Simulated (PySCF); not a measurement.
CrO2F2, SMILES [Cr]([F])(=[O])(=[O])[F], multiplicity 1.

Geometry optimised at PBE0-D3(BJ)/def2-SVP. The spin state was assumed, not searched. The isomer is the one that the SMILES or the coordinates give; other isomers of the formula were not compared.

Two levels are set side by side: TDA-PBE/def2-SVPD (PySCF) and TDA-CAM-B3LYP/def2-SVPD (PySCF). Vertical, same geometry. The lowest singlet is HOMO→LUMO 92 % with PBE and HOMO→LUMO+1 97 % with the other functional; states are paired by order. Differences are taken from unrounded values.

| quantity | TDA-CAM-B3LYP |
|---|---|
| lowest singlet excitation (eV) | 3.53 |
| lowest triplet excitation (TDA) (eV) | 2.88 |

Question: What does TDA-PBE give, and how far is it from TDA-CAM-B3LYP? (An estimate is asked for; the answer gives what the named calculation found.)

Answer: 
```csv
quantity,TDA-PBE,TDA-PBE minus TDA-CAM-B3LYP
lowest singlet excitation (eV),3.43,-0.10
lowest triplet excitation (TDA) (eV),2.82,-0.06
```

Rough cost on one machine, each run with all the roots and properties that it gave: TDA-CAM-B3LYP against TDA-PBE about 4 times.
